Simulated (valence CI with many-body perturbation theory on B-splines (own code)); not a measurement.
The numbers below are computed, except where a source is named.
# Ladder of approximations for Sn II

Level of theory: valence CI with perturbative core correlation (CI+MBPT): three valence electrons over a frozen Dirac-Fock core [Kr] 4d10, a basis of 11 s, 11 p, 9 d, 7 f, 5 g, 2 h, 1 i functions for each j, with the one-electron correlation potential Σ1 (screened to all orders), the two-electron term Σ2, the three-electron term Σ3, Breit, model QED; selected single and double excitations, second order for the rest (own B-spline code, finite nucleus).

Set against measurement, 15 paired levels are off by 128 cm⁻¹ on average, the worst by 354. These come from a selection out of the NIST Handbook of Basic Atomic Spectroscopic Data. Levels without a partner in it may be off by more.

Each rung adds one term. CI alone is the Dirac-Coulomb CI over the frozen core; QED comes last and gives the full result, which names the levels. Energies are above 5s²5p ²P°_1/2 on the same rung, in eV.

Names give the largest LS component (configuration and term), which can be under half, so a name can repeat, a term be missing and a line seem to break the LS rules; names also repeat where a configuration has a term twice.

```csv
Level,CI alone,+ Σ1,+ Σ2,+ Σ3,+ Breit,Full
5s²5p ²P°_3/2,0.470,0.533,0.533,0.534,0.526,0.527
5s5p² ⁴P_1/2,5.088,5.437,5.734,5.732,5.733,5.717
5s5p² ⁴P_3/2,5.297,5.675,5.973,5.972,5.969,5.953
5s5p² ⁴P_5/2,5.570,5.979,6.270,6.269,6.262,6.247
5s²6s ²S_1/2,6.771,7.364,7.088,7.085,7.074,7.080
5s5p² ²D_3/2,6.694,7.205,7.286,7.285,7.275,7.267
5s5p² ²D_5/2,6.766,7.290,7.365,7.365,7.353,7.346
5s²5d ²D_3/2,8.537,9.136,8.878,8.869,8.860,8.856
5s²6p ²P°_1/2,8.523,9.147,8.881,8.878,8.867,8.871
5s²5d ²D_5/2,8.607,9.212,8.959,8.951,8.940,8.935
5s²6p ²P°_3/2,8.625,9.255,8.990,8.987,8.975,8.979
5s5p² ²S_1/2,9.063,9.599,9.432,9.416,9.412,9.397
5s5p² ²P_1/2,9.804,10.388,10.009,9.995,9.986,9.972
5s5p² ²P_3/2,10.063,10.671,10.189,10.179,10.169,10.155
5s²7s ²S_1/2,10.318,11.008,10.666,10.663,10.650,10.655
4f5s² ²F°_7/2,10.639,11.370,11.081,11.078,11.064,11.068
4f5s² ²F°_5/2,10.640,11.370,11.081,11.079,11.065,11.069
5s²6d ²D_3/2,10.808,11.510,11.203,11.200,11.187,11.190
5s²6d ²D_5/2,10.821,11.524,11.217,11.214,11.201,11.204
5s²7p ²P°_1/2,10.999,11.699,11.366,11.363,11.351,11.355
5s²7p ²P°_3/2,11.042,11.743,11.411,11.408,11.395,11.399
5s²8s ²S_1/2,11.797,12.516,12.182,12.179,12.166,12.170
```

Problem. How does the ionisation energy move along the ladder, and which term matters most?

Solution. CI alone 14.204, + Σ1 14.947, + Σ2 14.635, + Σ3 14.632, + Breit 14.619, + QED 14.623 eV. The largest step is Σ1, 0.743 eV. NIST lists 14.6331 eV (measured).
